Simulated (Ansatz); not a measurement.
Consider the silylene loss: `[SiH3]NCS` → `NCS` + `[SiH2]`.

Calculated with Ansatz (gas phase, PBE0-D4/def2-TZVP geometries, no zero-point term in ΔE). CCSD(T)/CBS adds triple-zeta CCSD(T) − MP2 to the extrapolated MP2 energy (def2 sets, frozen cores). This one scheme is used for every species. One conformer a species, not always the lowest.

```tsv
level	ΔE (kJ/mol)
SCS-MP2/def2-QZVPP	294.7
CCSD/CBS(def2)	281.2
```

(1) What does CCSD(T)/CBS give? (Best estimate.)

Largest T1 diagnostic among the species: 0.014.

Answers

(1) Ansatz gave: +285.2 kJ/mol. The listed levels differ from it by 9.5, -4.0 kJ/mol.

In def2-TZVPP, CCSD(T) changes the Hartree–Fock value by +6.8 kJ/mol (the triples alone add +4.0 kJ/mol) and MP2 by +29.3 kJ/mol. From PBE to PBE0 (25 % exact exchange), in def2-TZVPP and without D4, ΔE moves by +10.5 kJ/mol.
